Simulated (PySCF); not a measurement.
H₄SSi₂, SMILES [SiH3][Si]S (connectivity only; charge and spin as stated), neutral, multiplicity 1.

Geometry optimised at B3LYP-D3(BJ)/def2-TZVP. Other conformers were not sampled.

These are TDA-B3LYP/def2-SVPD run with PySCF 2.14.0 values and carry that method's errors.

Vertical excitations. The molecule is in vacuum. State labels are in the subgroup Cs.

**Question.** Give excitation energies, oscillator strengths and character. (Estimate from the structure and the level; the computed values follow.)

**Answer.** 
```
state  symmetry  energy (eV)  λ (nm)      f                                            main pairs
-----  --------  -----------  ------  -----  ----------------------------------------------------
S1           A"         2.55     487  0.005                                        HOMO→LUMO 98 %
S2           A"         4.64     267  0.008                                      HOMO−2→LUMO 96 %
S3           A'         4.85     255  0.008                    HOMO→LUMO+1 69 %, HOMO−1→LUMO 25 %
S4           A'         5.00     248  0.079  HOMO−1→LUMO 57 %, HOMO→LUMO+1 25 %, HOMO→LUMO+2 11 %
S5           A'         5.53     224  0.106                                      HOMO→LUMO+2 75 %
S6           A"         5.70     218  0.002                                      HOMO−3→LUMO 99 %
S7           A'         5.95     208  0.041                    HOMO−4→LUMO 63 %, HOMO→LUMO+3 21 %
S8           A'         6.14     202  0.199  HOMO→LUMO+3 43 %, HOMO→LUMO+4 36 %, HOMO−4→LUMO 14 %
S9           A"         6.27     198  0.012                                      HOMO→LUMO+5 91 %
S10          A'         6.30     197  0.241  HOMO→LUMO+4 60 %, HOMO→LUMO+3 19 %, HOMO−4→LUMO 13 %
T1           A"         1.60     775      0                                        HOMO→LUMO 99 %
T2           A'         3.63     342      0                                      HOMO−1→LUMO 98 %
T3           A"         3.92     316      0                                      HOMO−2→LUMO 97 %
T4           A'         4.11     302      0                                      HOMO→LUMO+1 90 %
```
Triplets are in the Tamm–Dancoff approximation.
